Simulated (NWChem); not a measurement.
# SrH₂SO; SMILES [OH][Sr][SH]

```xyz
5

Sr    -0.3264     0.4485     0.0000
O      0.7527     2.2886     0.0000
H      1.3585     3.0308     0.0000
S      0.2162    -2.2641     0.0000
H      1.5643    -2.1591     0.0000
```
Atoms are numbered in this order, from 1.

Results from NWChem. Geometry: optimised at PBE0/def2-SVP. def2 effective core potentials on Sr; no spin-orbit coupling. B3LYP is NWChem's, with the RPA form of VWN correlation. Ions are spin-unrestricted doublets at the neutral geometry; other ion states weren't tried.

```json
[
 {"level": "B3LYP/def2-SVP", "−ε(HOMO) (eV)": "5.52"},
 {"level": "Hartree-Fock/def2-SVP", "−ε(HOMO) (eV)": "8.34"},
 {"level": "CAM-B3LYP/def2-SVP", "−ε(HOMO) (eV)": "7.00"},
 {"level": "PBE0/def2-SVP", "−ε(HOMO) (eV)": "…"}
]
```

Problem. Some entries are withheld; supply them.

Solution. 
- PBE0/def2-SVP, −ε(HOMO) (eV): 5.78
